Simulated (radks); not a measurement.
Values are calculated unless marked as measured or tabulated.
These are the eigenvalues of the occupied orbitals of an atom or ion with whole-number occupations (eV). Code: a radial shooting solver on a logarithmic mesh with Libxc functionals. Model: Dirac Kohn-Sham, exchange-only PBE, spin-unpolarised, spherical densities, finite nucleus; Fermi nuclear charge, rms radius of each element as measured or else 0.836 A^(1/3) + 0.57 fm.

1s1/2: -31474.37
2s1/2: -5773.495
2p1/2: -5484.568
2p3/2: -5230.552
3s1/2: -1926.226
3p1/2: -1813.024
3p3/2: -1758.946
3d3/2: -1572.061
3d5/2: -1560.044

Which element is it, and in what charge state? The configuration may be excited. Open shells, if any, fill j = l - 1/2 first.

Answer. Z = 51, antimony, charge +28: Sb28+ in [Ar] 3d5. The list shows which subshells hold electrons but not how many an open one holds; the 1s level, -1156.7 hartree, gives Z - s = 48.1 by -(Z - s)^2/2, which with screening and relativity narrows Z to a few neighbours, and the depths of the outer levels then fix element, charge and occupations together.
